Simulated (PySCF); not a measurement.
C3H5BF2O.
Atom-mapped SMILES: `[F:1][B:2]([F:3])[CH2:4][C@@H:5]1[CH2:6][O:7]1` (hydrogens: H8, H9 on C4; H10 on C5; H11, H12 on C6)

The calculation used PySCF 2.14.0, PBE0-D3(BJ)/def2-SVP geometry optimisation, gas phase.

(1) What internal coordinates does the optimisation give?

## Answers

(1) 
| bond | length (bohr) | order |
| --- | --- | --- |
| F1–B2, B2–F3 | 2.495 | single |
| B2–C4 | 2.952 | single |
| C4–C5 | 2.839 | single |
| C5–C6 | 2.764 | single |
| C6–O7 | 2.665 | single |
| C5–O7 | 2.665 | single |
| C4–H8 | 2.090 | single |
| C4–H9 | 2.086 | single |
| C5–H10 | 2.078 | single |
| C6–H11 | 2.076 | single |
| C6–H12 | 2.074 | single |

Bonds in one row agree within 0.02 bohr and their mean is given. Orders are formal, as drawn. A selection of angles:
| angle | degrees |
| --- | --- |
| F1–B2–F3 | 116.3 |
| F1–B2–C4 | 122.0 |
| B2–C4–C5 | 114.3 |
| B2–C4–H8 | 107.9 |
| B2–C4–H9 | 108.9 |
| C5–C4–H8 | 110.4 |
| C5–C4–H9 | 110.2 |
| H8–C4–H9 | 104.8 |
| C4–C5–C6 | 122.0 |
| C4–C5–O7 | 117.3 |
| C4–C5–H10 | 115.2 |
| C6–C5–O7 | 58.8 |
| C6–C5–H10 | 117.1 |
| O7–C5–H10 | 114.1 |
| C5–C6–O7 | 58.7 |
| C5–C6–H11 | 119.3 |
| C5–C6–H12 | 120.0 |
| O7–C6–H11 | 115.8 |
| O7–C6–H12 | 116.0 |
| H11–C6–H12 | 115.0 |
| C5–O7–C6 | 62.5 |

Dihedral angles: F1–B2–C4–C5 -5° (synperiplanar); B2–C4–C5–C6 -91° (anticlinal); C4–C5–C6–O7 -105° (anticlinal); C4–C5–O7–C6 113° (anticlinal).

The C–C distances run from 1.463 Å (C5–C6, drawn single) to 1.502 Å (C4–C5, drawn single), a spread of 0.039 Å. The 3-membered ring C5–C6–O7 has internal angles of 58.7° to 62.5°. B2 (three-coordinate boron) is planar (angles 122.0°, 121.7° and 116.3°, sum 360.0°, 0.00 Å off the plane of its three neighbours).

Point group: C1 (no symmetry element, even within 0.4 Å). Whether it is a minimum is left open (no frequencies). The numbers are those of one conformer.
